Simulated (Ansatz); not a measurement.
boric acid (H₃BO₃), singlet, geometry from GFN2-xTB. Base run: MP2/STO-3G run with Ansatz (a first-principles code).

Here is a job for Ansatz.
Ansatz 0.2 input:
```yaml
crystal:
  periodic: [false, false, false]
  atoms:
    - {symbol: O, position_ang: [-1.14257544, -0.76938954, -0.03182750]}
    - {symbol: B, position_ang: [-0.00770897, -0.03931797, -0.00346985]}
    - {symbol: O, position_ang: [-0.11414081, 1.32224772, 0.13027114]}
    - {symbol: O, position_ang: [1.17041255, -0.70476858, -0.10979414]}
    - {symbol: H, position_ang: [-1.93446708, -0.23864193, 0.04760011]}
    - {symbol: H, position_ang: [0.69661442, 1.82756308, 0.14897985]}
    - {symbol: H, position_ang: [1.96682712, -0.17704808, -0.08842676]}
basis:
  gaussian:
    orbitals: STO-3G
magnetization: {spin_polarized: false}
correlation: {method: mp2}
```

The base run was repeated with changes; each row names its change, and settings that it needs were set with it.

```json
[
 {"change": "base", "basis functions": "23", "E (Eh)": "-247.92696", "MP2 correlation (Eh)": "-0.14801", "core-seconds (rough)": "0.1"},
 {"change": "basis = pcseg-0", "basis functions": "42", "E (Eh)": "-250.83914", "MP2 correlation (Eh)": "-0.41044", "core-seconds (rough)": "0.1"},
 {"change": "basis = pc-1", "basis functions": "71", "E (Eh)": "-251.76295", "MP2 correlation (Eh)": "-0.63906", "core-seconds (rough)": "0.4"},
 {"change": "basis = pcseg-1", "basis functions": "71", "E (Eh)": "-251.76039", "MP2 correlation (Eh)": "-0.63913", "core-seconds (rough)": "0.3"},
 {"change": "basis = 6-31G**", "basis functions": "75", "E (Eh)": "-251.81519", "MP2 correlation (Eh)": "-0.62229", "core-seconds (rough)": "0.5"},
 {"change": "basis = 6-311G**", "basis functions": "90", "E (Eh)": "-251.94509", "MP2 correlation (Eh)": "-0.68581", "core-seconds (rough)": "0.5"},
 {"change": "basis = 6-311+G(2d,p)", "basis functions": "126", "E (Eh)": "-252.01935", "MP2 correlation (Eh)": "-0.74085", "core-seconds (rough)": "2"},
 {"change": "basis = cc-pVTZ", "basis functions": "162", "E (Eh)": "-252.11109", "MP2 correlation (Eh)": "-0.81662", "core-seconds (rough)": "2"},
 {"change": "basis = pcseg-2", "basis functions": "162", "E (Eh)": "-252.09502", "MP2 correlation (Eh)": "-0.80038", "core-seconds (rough)": "2"},
 {"change": "basis = pc-2", "basis functions": "162", "E (Eh)": "-252.09802", "MP2 correlation (Eh)": "-0.79707", "core-seconds (rough)": "3"},
 {"change": "basis = aug-cc-pVTZ", "basis functions": "253", "E (Eh)": "-252.13139", "MP2 correlation (Eh)": "-0.83258", "core-seconds (rough)": "8"},
 {"change": "basis = cc-pVQZ", "basis functions": "310", "E (Eh)": "-252.19655", "MP2 correlation (Eh)": "-0.88153", "core-seconds (rough)": "10"},
 {"change": "basis = def2-QZVP", "basis functions": "318", "E (Eh)": "-252.19804", "MP2 correlation (Eh)": "-0.87893", "core-seconds (rough)": "20"}
]
```

Totals compare only among sets that treat the same electrons; sets with core potentials leave the core out.
